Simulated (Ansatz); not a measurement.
```yaml
crystal:
  periodic: [false, false, false]
  atoms:
    - {symbol: Se, position_ang: [-2.354651, -0.059433, 0.202635]}
    - {symbol: Ga, position_ang: [-0.037466, -0.019283, 0.375080]}
    - {symbol: Se, position_ang: [0.861390, -0.051850, 2.517251]}
    - {symbol: Se, position_ang: [1.389529, 0.050626, -1.459076]}
    - {symbol: h, position_ang: [-2.306893, -0.024164, -1.264558]}
    - {symbol: H, position_ang: [2.234828, -0.013753, 1.997678]}
    - {symbol: H, position_ang: [0.274565, 0.049958, -2.414811]}
basis:
  gaussian: {orbitals: aug-cc-pVTZ, point_charges: [{charge: 0.50, position_ang: [5.928, 0.610, 0.601]}]}
hamiltonian: {xc: {name: r2SCAN50}}
```

```sh
$ ansatz run in.yaml --threads 2 --pin off --events-out ev --progress --plain --max-ram 32768MiB --backend cpu
```

(1) How does Ansatz answer? (Estimate.)

Answers

(1) The calculation gave: The input was rejected before any iteration.
```
Error: YAML parse error: error: line 8 column 16: `h` is not an element symbol (H … Og, case-exact)
 6 |     - {symbol: Se, position_ang: [0.861390, -0.051850, 2.517251]}
 7 |     - {symbol: Se, position_ang: [1.389529, 0.050626, -1.459076]}
 8 |     - {symbol: h, position_ang: [-2.306893, -0.024164, -1.264558]}
 9 |     - {symbol: H, position_ang: [2.234828, -0.013753, 1.997678]}
10 |     - {symbol: H, position_ang: [0.274565, 0.049958, -2.414811]}
```
